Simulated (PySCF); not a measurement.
# Ionisation energy of Sc by level of theory

Sc [Ar] 3d1 4s2 (2D) → Sc⁺ [Ar] 3d1 4s1 (3D), as a difference of total energies. Calculation: PySCF 2.14, in x2c-TZVPPall with one added diffuse shell each of s, p, d, f type (7s6p5d3f1g, 80 functions); scalar relativity by spin-free X2C-1e. Correlated levels: valence: [Ar] frozen; valence and next inner shell: [Ne] frozen. The calculations carry no spin-orbit coupling.

| method | ionisation energy (eV) |
| --- | --- |
| UHF | 5.394 |
| LDA | 6.694 |
| PBE | 6.545 |
| r2SCAN0 | 6.271 |
| MN15 | 6.765 |
| SCS-MP2 (valence) | 6.246 |
| MP2 (valence and next inner shell) | 6.356 |
| SCS-MP2 (valence and next inner shell) | 6.431 |

Task: Estimate what PBE0 gives.

Result: 6.388 eV, closest to MP2 (valence and next inner shell) among the rows shown.

Task: Estimate what MP2 (valence) gives.

Result: 6.101 eV, closest to SCS-MP2 (valence) among the rows shown.

Errors of the correlated levels include the incompleteness of this basis and the frozen core.

For comparison: 6.562 eV (measured; NIST levels, between the centres of gravity of the two terms).
